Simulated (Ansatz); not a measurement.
Born–Oppenheimer molecular dynamics of Cl2FGeH (5 atoms, charge 0, multiplicity 1). It starts from a relaxed structure.

Theory: Ansatz, RKS BHLYP/def2-SVP.

```json
{
  "ensemble": "NVT, Nosé–Hoover chain",
  "time step": "0.5 fs",
  "steps asked": "150",
  "set temperature": "50 K",
  "thermostat": "time constant 100 fs, chain length 1",
  "temperature schedule": "37 steps to 50 K, then 113 steps to 150 K",
  "seed": "295497"
}
```

First frame:

```xyz
5
Properties=species:S:1:pos:R:3
Ge -0.005 0.009 -0.059
F 0.018 -0.030 1.654
Cl 2.022 -0.023 -0.699
H -0.727 1.260 -0.511
Cl -0.990 -1.762 -0.700
```

(1) How far do the bonds stretch over the last three quarters of this one trajectory? (Pairs bonded in most of those frames.)

## Answers

(1) 
```csv
bond,mean (Å),spread (Å),shortest,longest
Ge1–F2,1.714,0.002,1.71,1.72
Ge1–Cl3,2.126,0.007,2.12,2.14
Ge1–H4,1.514,0.000,1.51,1.51
Ge1–Cl5,2.122,0.016,2.10,2.15
```

Mean temperature of the second half: 22 K. The conserved energy stayed within 0.00081 meV per atom of its start (net change 0 meV per atom), so the integration is sound. The schedule's set-point averaged 117 K over the second half and the system 22 K, so it lags behind the ramp. A run of 0.075 ps of so small a system gives no equilibrium averages.

The run took 9.3 min on 1 thread of Arm Neoverse V1, on a shared host, peak memory 0.18 GiB.
